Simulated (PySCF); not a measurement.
H₃AlOS, singlet, geometry from GFN2-xTB (such geometries of metal compounds can be far from the true shape), with bond 4-3 at 2.4 times its length; SA2-CASSCF(2,4)/6-31G* in PySCF.

Input for PySCF:
```python
from pyscf import gto, scf, mcscf
import numpy

mol = gto.M(
    atom='''
Al   -0.45041401    0.25242375   -0.59623630
H    -1.41323612   -0.14376553   -1.69458447
O    -0.05990765    1.83455493   -0.41839269
H     0.31810601    4.07526683   -0.37976611
S     0.40993002   -1.26586338    0.73772836
H     1.09140109   -0.32855334    1.39144248
''',
    basis='6-31g*',
    verbose=4,
)

mf = scf.RHF(mol)
mf.kernel()
mc = mcscf.CASSCF(mf, 4, 2)
mc.fix_spin_(ss=0.0)
mc = mc.state_average_([0.5, 0.5])
mc.kernel()
```

Problem. Predict the main parts of the log of this PySCF run.

Solution. 
```
PySCF version 2.14.0

[INPUT] verbose = 4
[INPUT] num. atoms = 6
[INPUT] num. electrons = 40
[INPUT] charge = 0
[INPUT] spin (= nelec alpha-beta = 2S) = 0
[INPUT] symmetry False subgroup None
[INPUT] Mole.unit = angstrom
[INPUT] Symbol           X                Y                Z      unit          X                Y                Z       unit  Magmom
[...]
nuclear repulsion = 128.614329236609
number of shells = 28
number of NR pGTOs = 141
number of NR cGTOs = 56
basis = 6-31g*
ecp = {}

******** <class 'pyscf.scf.hf.RHF'> ********
method = RHF
initial guess = minao
damping factor = 0
level_shift factor = 0
DIIS = <class 'pyscf.scf.diis.CDIIS'>
diis_start_cycle = 1
diis_space = 8
diis_damp = 0
SCF conv_tol = 1e-09
SCF conv_tol_grad = None
SCF max_cycles = 50
direct_scf = True
direct_scf_tol = 1e-13
Set gradient conv threshold to 3.16228e-05
Initial guess from minao.
init E= -715.591031340089
[...]
cycle= 1 E= -715.581581999445  delta_E= 0.00945  |g|= 0.852  |ddm|= 2.04
[...]
cycle= 2 E= -715.36120162597  delta_E= 0.22  |g|= 1.34  |ddm|= 1.74
[...]
cycle= 3 E= -715.801688245063  delta_E= -0.44  |g|= 0.087  |ddm|=  1.1
[...]
cycle= 4 E= -715.807444772698  delta_E= -0.00576  |g|= 0.0594  |ddm|= 0.176
[...]
cycle= 5 E= -715.808642490522  delta_E= -0.0012  |g|= 0.0276  |ddm|= 0.0729
[...]
cycle= 6 E= -715.808936962871  delta_E= -0.000294  |g|= 0.00633  |ddm|= 0.0427
[...]
cycle= 7 E= -715.808958877619  delta_E= -2.19e-05  |g|= 0.00153  |ddm|= 0.0115
[...]
cycle= 8 E= -715.808962979619  delta_E= -4.1e-06  |g|= 0.00108  |ddm|= 0.00418
[...]
cycle= 9 E= -715.808966484266  delta_E= -3.5e-06  |g|= 0.000963  |ddm|= 0.00394
[...]
cycle= 10 E= -715.80897624026  delta_E= -9.76e-06  |g|= 0.000559  |ddm|= 0.0147
[...]
cycle= 11 E= -715.808980741707  delta_E= -4.5e-06  |g|= 0.000196  |ddm|= 0.0159
[...]
cycle= 12 E= -715.808980891895  delta_E= -1.5e-07  |g|= 4.75e-05  |ddm|= 0.00299
[...]
cycle= 13 E= -715.808980894001  delta_E= -2.11e-09  |g|= 8.49e-06  |ddm|= 0.000235
[...]
cycle= 14 E= -715.808980894128  delta_E= -1.27e-10  |g|= 3.69e-06  |ddm|= 7.87e-05
[...]
Extra cycle  E= -715.808980894127  delta_E= 1.14e-12  |g|= 4.3e-06  |ddm|= 6.38e-06
converged SCF energy = -715.808980894127

******** <class 'pyscf.mcscf.addons.StateAverageCASSCF'> ********
CAS (1e+1e, 4o), ncore = 19, nvir = 33
max_cycle_macro = 50
max_cycle_micro = 4
conv_tol = 1e-07
conv_tol_grad = None
orbital rotation max_stepsize = 0.02
orbital rotation threshold for CI restart = 0.01
[...]
spin = None
State-average over 2 states with weights [0.5, 0.5]
CASCI E = -715.747492855197  S^2 = 0.0000000
Set conv_tol_grad to 0.000316228
macro iter   1 ( 21 JK    4 micro), CASSCF E = -715.764641532763  dE = -1.71486776e-02  S^2 = 0.0000000
               |grad[o]|=0.203  |ddm|=0.0202  |maxRot[o]|=0.276
macro iter   2 ( 21 JK    4 micro), CASSCF E = -715.781307813933  dE = -1.66662812e-02  S^2 = 0.0000000
               |grad[o]|= 0.15  |ddm|=0.0213  |maxRot[o]|=0.315
macro iter   3 ( 21 JK    4 micro), CASSCF E = -715.803520546977  dE = -2.22127330e-02  S^2 = 0.0000000
               |grad[o]|=0.112  |ddm|=0.00959  |maxRot[o]|=0.315
macro iter   4 ( 21 JK    4 micro), CASSCF E = -715.831160035010  dE = -2.76394880e-02  S^2 = 0.0000000
               |grad[o]|=0.0973  |ddm|=0.0504  |maxRot[o]|=0.279
macro iter   5 ( 21 JK    4 micro), CASSCF E = -715.843491864508  dE = -1.23318295e-02  S^2 = 0.0000000
               |grad[o]|=0.0659  |ddm|=0.00643  |maxRot[o]|= 0.24
macro iter   6 ( 21 JK    4 micro), CASSCF E = -715.844004736503  dE = -5.12871996e-04  S^2 = 0.0000000
               |grad[o]|=0.0112  |ddm|=0.000478  |maxRot[o]|=0.292
macro iter   7 ( 21 JK    4 micro), CASSCF E = -715.844526887335  dE = -5.22150832e-04  S^2 = 0.0000000
               |grad[o]|=0.00654  |ddm|=0.000424  |maxRot[o]|=0.312
macro iter   8 ( 21 JK    4 micro), CASSCF E = -715.844995314665  dE = -4.68427329e-04  S^2 = 0.0000000
               |grad[o]|=0.00497  |ddm|=0.00113  |maxRot[o]|=0.312
macro iter   9 ( 17 JK    4 micro), CASSCF E = -715.845118708000  dE = -1.23393335e-04  S^2 = 0.0000000
               |grad[o]|=0.0029  |ddm|=0.00201  |maxRot[o]|=0.215
macro iter  10 ( 10 JK    4 micro), CASSCF E = -715.845119020433  dE = -3.12432803e-07  S^2 = 0.0000000
               |grad[o]|=0.000476  |ddm|=0.00075  |maxRot[o]|=0.00379
macro iter  11 (  3 JK    1 micro), CASSCF E = -715.845119026423  dE = -5.99061423e-09  S^2 = 0.0000000
               |grad[o]|=6.38e-05  |ddm|=6.08e-05  |maxRot[o]|=0.000314
1-step CASSCF converged in  11 macro (198 JK  41 micro) steps
CASSCF canonicalization
Density matrix diagonal elements [1.46618391 0.49925123 0.03297957 0.00158529]
CASSCF energy = -715.845119026423
CASCI E = -715.845119026423  E(CI) = -1.34254108393816  S^2 = 0.0000000
CASCI state-averaged energy = -715.845119026423
CASCI energy for each state
  State 0 weight 0.5  E = -715.911990760255 S^2 = 0.0000000
  State 1 weight 0.5  E = -715.778247292592 S^2 = 0.0000000
```
